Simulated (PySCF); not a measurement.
Computed IR spectrum (relative IR intensity) of a molecule C₂H₆FNSi₂. Coordinates come from a B3LYP-D3(BJ)/def2-SVP optimisation. Other conformers were not sampled. Method: B3LYP-D3(BJ)/def2-SVP in PySCF 2.14.0. Frequencies are harmonic and unscaled.

ν (cm⁻¹): 77 (vw), 129 (m), 256 (w), 327 (s), 412 (vw), 463 (w), 635 (vw), 667 (w), 690 (w), 727 (m), 761 (s), 788 (m), 864 (m), 891 (vs), 932 (vs), 1279 (w), 1537 (m), 2197 (s), 2208 (s), 3113 (w), 3139 (w), 3582 (m), 3680 (m) (against the strongest line: vs over 80 %, s over 45 %, m over 15 %, w over 4 %, vw less)

Pick the molecule that these values belong to.
A. F[Si@@H]1C=N[C@H]1[SiH3]
B. N[Si@@H]1C=C[Si@@H]1F
C. F[C@@H]1[SiH2]C=N[SiH2]1
D. CC1=N[Si@H](F)[SiH2]1

B, N[Si@@H]1C=C[Si@@H]1F
